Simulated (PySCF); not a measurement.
Computed shifts of a molecule C₂H₁₄Si₄, PBE0/pcSseg-1 run with PySCF, GIAO, gas phase, atoms alike by connectivity averaged where their shifts nearly agree, in ppm (number of nuclei): ²⁹Si: -58.0 (2), -69.5 (2). ¹³C: -0.2 (2). ¹H: 4.31 (12), 0.63 (2). References: ²⁹Si against TMS (σ = 352.7 ppm); ¹³C against TMS (σ = 186.3 ppm); ¹H against TMS (σ = 31.56 ppm), references at their B3LYP-D3(BJ)/def2-TZVP geometries, non-relativistic. The structure is a stationary point at ωB97X-D3(BJ)/def2-SVP. The values are those of a single conformer.

Q: Identify the compound among the candidates.
A. [SiH3]CC([SiH3])([SiH3])[SiH3]
B. [SiH3]C([SiH3])C([SiH3])[SiH3]
C. C[SiH2]C([SiH3])([SiH3])[SiH3]
D. CC([SiH2][SiH3])[SiH2][SiH3]

A: B, [SiH3]C([SiH3])C([SiH3])[SiH3]
